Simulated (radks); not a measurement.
Excited configurations of F2+: one electron is placed in a higher orbital outside [He] 2s2 2p2. The ground configuration is [He] 2s2 2p3. Method: scalar-relativistic Kohn-Sham, PBE, spin-polarised, spherical densities, finite nucleus; open shells are filled with parallel spins first; Fermi nuclear charge, rms radius 2.8976 fm; computed with a radial shooting solver on a logarithmic mesh with Libxc functionals. Excitation = E - E(ground); binding = E(ion) - E, where the ion is the core of charge +3; n* = 3/sqrt(2 binding) in atomic units, and the quantum defect is n - n*.

| outer orbital | excitation (eV) | binding (eV) | n* | eigenvalue (eV) |
|---|---|---|---|---|
| 3s | 39.375 | 23.743 | 2.271 | -20.190 |
| 3p | 43.366 | 19.751 | 2.490 | -16.478 |
| 3d | 48.232 | 14.886 | 2.868 | -11.735 |
| 4p | 52.689 | 10.428 | 3.427 | -8.901 |
| 4f | 55.229 | 7.888 | 3.940 | -6.427 |
| 5s | 56.038 | 7.080 | 4.159 | -6.167 |
| 5p | 56.696 | 6.421 | 4.367 | -5.566 |
| 5d | 57.479 | 5.639 | 4.660 | -4.836 |
| 5f | 57.899 | 5.219 | 4.844 | -4.412 |
| 6d | 59.193 | 3.925 | 5.585 | -3.413 |
| 7d | 60.230 | 2.888 | 6.512 | -2.535 |

The Delta-SCF ionisation energy is 63.118 eV (NIST Atomic Spectra Database: 62.708 eV, semi-empirical). Self-interaction in the functional shifts the binding energies and quantum defects, so they are the method's values and not measured ones. Open shells are spherical and high-spin; term and fine-structure splittings are not resolved.
